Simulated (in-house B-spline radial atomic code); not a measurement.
Values are calculated unless marked as measured or tabulated.
## Weak and strong correlation along the adiabatic connection

Two-electron singlets in several external potentials (atomic units), by full CI in B-splines with partial waves to l = 8 (correlation energies up to 0.6 % small). The repulsion is scaled by λ at fixed density; W(λ) is the mean repulsion less the Hartree energy, W(0) = E_x, and the area under W from 0 to 1 is E_xc.

Relative drop (W(λ) − E_x)/E_x:

| system | λ = 0.12 | λ = 0.25 | λ = 0.4 | λ = 0.6 | λ = 0.8 | λ = 1 |
| --- | --- | --- | --- | --- | --- | --- |
| ω²r²/2, ω = 1.06 | 0.0151 | 0.0302 | 0.0463 | 0.0657 | 0.0830 | 0.0985 |
| −V exp(−r²/w²), V = 1.55, w = 8.94 | 0.0378 | 0.0715 | 0.1032 | 0.1364 | 0.1623 | 0.1830 |
| −Z/r, Z = 6.26, wall at 1.13 bohr | 0.0030 | 0.0062 | 0.0098 | 0.0146 | 0.0192 | 0.0238 |
| −Z/r, Z = 0.898, wall at 3.67 bohr | 0.0186 | 0.0369 | 0.0558 | 0.0780 | 0.0973 | 0.1142 |
| −Z/r, Z = 0.932, wall at 5.08 bohr | 0.0224 | 0.0439 | 0.0658 | 0.0910 | 0.1125 | 0.1310 |
| −Z exp(−kr)/r, Z = 3.39, k = 0.857 | 0.0064 | 0.0132 | 0.0207 | 0.0302 | 0.0393 | 0.0480 |
| −Z/r, Z = 1.55, wall at 1.95 bohr | 0.0098 | 0.0199 | 0.0309 | 0.0446 | 0.0572 | 0.0689 |

Task: Order the systems by how far second-order (GL2) theory, half the initial slope (estimated from the first points of each curve), overshoots the correlation energy, least first.
A. −Z/r, Z = 0.932, wall at 5.08 bohr
B. −Z/r, Z = 6.26, wall at 1.13 bohr
C. ω²r²/2, ω = 1.06
D. −V exp(−r²/w²), V = 1.55, w = 8.94
E. −Z/r, Z = 0.898, wall at 3.67 bohr
F. −Z/r, Z = 1.55, wall at 1.95 bohr
G. −Z exp(−kr)/r, Z = 3.39, k = 0.857

Result: B (GL2/E_c = 1.04), G (GL2/E_c = 1.09), F (GL2/E_c = 1.14), C (GL2/E_c = 1.21), E (GL2/E_c = 1.28), A (GL2/E_c = 1.33), D (GL2/E_c = 1.56).

Task: What else changes along this order?

Result: The ratio follows the bend of the curve. With it the leading natural occupation goes from 1.999 to 1.885 and −T_c/E_c from 0.96 to 0.64 between the first and the last.
